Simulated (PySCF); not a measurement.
**Potential energy of CaIn along the bond**

Set-up: PySCF, scalar-relativistic core potentials, basis sets Ca def2-SVP, In def2-SVP with ECP28. Energies in eV from Ca + In in their ground configurations at the same level. State: ²Π (doublet), unpaired electrons π ↑.

All columns are PBE0. A positive dipole means Ca(−)In(+).

```
R (Å)  E (eV)  μ (D)  Mulliken charge on Ca (basis-dependent)  HOMO (eV)  LUMO (eV)  Mayer bond order  ⟨S²⟩
2.824  -0.279  -2.17                                     0.10      -3.96      -2.38              1.31  0.96
2.956  -0.452  -2.30                                     0.09      -3.83      -2.27              1.25  0.95
3.087  -0.544  -2.38                                     0.08      -3.72      -2.18              1.18  0.93
3.186  -0.575  -2.42                                     0.08      -3.65      -2.12              1.13  0.92
3.284  -0.583  -2.45                                     0.08      -3.59      -2.07              1.07  0.90
3.382  -0.573  -2.46                                     0.08      -3.54      -2.03              1.01  0.89
3.514  -0.542  -2.45                                     0.08      -3.48      -2.01              0.92  0.86
3.678  -0.486  -2.41                                     0.09      -3.43      -2.05              0.81  0.84
3.875  -0.411  -2.33                                     0.09      -3.40      -2.07              0.67  0.81
4.138  -0.313  -2.16                                     0.09      -3.37      -2.08              0.50  0.78
```

A fit through these points gives, at Re = 3.272 Å, μ = -2.45 D and dμ/dR = -0.203 D/Å; the reduced mass is 29.65 u.

Problem. How strong is the fundamental in the double-harmonic approximation, I = 42.26·(dμ/dR)²/μred km/mol?

Solution. I = 42.26·(-0.203)²/29.65 = 0.0587 km/mol at PBE0.

Spin–orbit coupling is left out, which matters for elements this heavy, above all for dissociation energies. The state was picked by a PBE0 search and need not be the measured ground state.
